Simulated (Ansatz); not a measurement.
CH9NO2Si2 can be A, `C[Si](N)(O)O[SiH3]`, or B, `CN([SiH2]O)[SiH2]O`.

Isolated molecules relaxed with PBE0-D4/def2-TZVP in Ansatz; ΔE leaves out vibrations. CCSD(T)/CBS adds triple-zeta CCSD(T) − MP2 to the extrapolated MP2 energy (def2 sets, frozen cores). DFT in def2-TZVPP. B3LYP here is the variant with VWN-RPA as its local correlation; programs differ in this. One conformer a species, not always the lowest.

**Question.** Which isomer does CCSD(T)/CBS put lower? Give the gap. (Best estimate.)

**Answer.** Computed: A, by 158.6 kJ/mol.

**Question.** Give E(B) − E(A) in kJ/mol with MP2/def2-TZVPP, B3LYP, CCSD(T)/def2-TZVPP, PBE0-D4, CCSD/def2-TZVPP, HF/def2-TZVPP, B3LYP-D4. (An estimate is asked.)

**Answer.** Ansatz gave: MP2/def2-TZVPP 156.9, B3LYP 160.4, CCSD(T)/def2-TZVPP 156.1, PBE0-D4 154.0, CCSD/def2-TZVPP 159.5, HF/def2-TZVPP 172.4, B3LYP-D4 156.6. None reverses the order clearly.

Largest T1 diagnostic: 0.011.

From PBE to PBE0 (25 % exact exchange), in def2-TZVPP and without D4, E(B) − E(A) moves by +5.5 kJ/mol. The D4 term adds −3.8 kJ/mol with B3LYP and −1.7 kJ/mol with PBE0; it sums over pairs of atoms, weighted by their polarisabilities, and B3LYP, whose exchange is more repulsive, gets the larger term.
